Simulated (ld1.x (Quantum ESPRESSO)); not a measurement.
## Sn (Z = 50): excitation energies, all-electron against TM

tin, norm-conserving Troullier–Martins (Kleinman–Bylander form), made with ld1.x (Quantum ESPRESSO) 7.5 (LDA (PZ), scalar-relativistic). Core [Kr], reference 4d10 5s2 5p0 (charge +2). Waves: 5s (bound): rc 1.95 bohr; 5p (bound, empty): rc 2.45 bohr; 4d (bound): rc 1.20 bohr. Local part: all-electron potential smoothed inside 2.35 bohr (lloc = -1). Core correction: Bessel-smoothed model core inside 0.70 bohr.

Energies are relative to the spin-unpolarised reference configuration 4d10 5s2 5p0; without spin polarisation the order of configurations can differ from experiment. Spin-polarised rows fill each open shell by Hund’s rule, majority spin first. The frozen-core shift is the all-electron ΔE with the core orbitals held at their reference shape minus the fully relaxed ΔE.

**Question.** Give the all-electron excitation energy and the error of the potential for: 4d10 5s2 5p2; 4d10 5s2 5p1; 4d10 5s1 5p0; 4d10 5s1 5p2; 4d10 5s1 5p3; 4d9 5s2 5p3; 4d10 5s0 5p4; 4d10 5s2 5p2 (spin-polarised); 4d10 5s2 5p1 (spin-polarised).

**Answer.**

```tsv
valence configuration	charge	ΔE all-electron (eV)	error AE − PS (meV)	frozen-core shift (meV)
4d10 5s2 5p2	0	-21.362	+13	-3.6
4d10 5s2 5p1	+1	-14.264	+5.0	-2.6
4d10 5s1 5p0	+3	31.451	-10.0	+7.6
4d10 5s1 5p2	+1	-6.530	+0.5	-2.6
4d10 5s1 5p3	0	-14.288	+6.5	-3.9
4d9 5s2 5p3	0	2.986	-438	+96
4d10 5s0 5p4	0	-6.962	-4.8	-3.7
4d10 5s2 5p2 (spin-polarised)	0	-21.837	+18	-3.5
4d10 5s2 5p1 (spin-polarised)	+1	-14.417	+6.6	-2.5
```

A variational frozen-core shift is positive and of second order in the change. This column holds negative values, so the frozen-core run of ld1.x carries numerical noise or an error of first order here, and the column gives no more than the rough size of the effect.
